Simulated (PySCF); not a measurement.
Molecule: SMILES FC(C(=O)F)(F)F, C$_{2}$F$_{4}$O.

Numbering as in the mapped SMILES `[O:1]=[C:2]([F:3])[C:4]([F:5])([F:6])[F:7]`.

Geometry PBE0-D3(BJ)/def2-SVP throughout; GIAO in PySCF, gas phase, one conformer, non-relativistic; equivalent atoms averaged; basis pcSseg-2.

Question: How do the absolute shieldings σ depend on the functional? (ppm; last column core-seconds on 1 thread of an Arm Neoverse V1, shared host; the GGAs took longer than the global hybrids here, which isn't the general rule, and the cause wasn't traced)

Answer: 
| functional | kind | O1 | C2 | C4 | F3 | F5/F6/F7 | core-s |
| --- | --- | --- | --- | --- | --- | --- | --- |
| BLYP | GGA | -116.8 | 15.6 | 47.0 | 133.5 | 241.7 | 30 |
| OPBE | GGA | -94.3 | 29.9 | 61.7 | 139.0 | 252.4 | 32 |
| KT2 | GGA | -89.9 | 30.8 | 59.6 | 141.3 | 243.6 | 32 |
| B97-2 | global hybrid | -112.2 | 26.2 | 62.1 | 158.6 | 263.3 | 23 |
| CAM-B3LYP | range-separated hybrid | -128.2 | 20.5 | 58.0 | 161.7 | 261.3 | 32 |
| LC-wPBE | range-separated hybrid | -121.7 | 23.6 | 61.8 | 166.1 | 267.2 | 41 |

Question: Which nucleus moves most, in ppm?

Answer: O1 (carbonyl oxygen): from -128.2 ppm with CAM-B3LYP to -89.9 ppm with KT2. The smallest spread is 15.1 ppm, at C4.
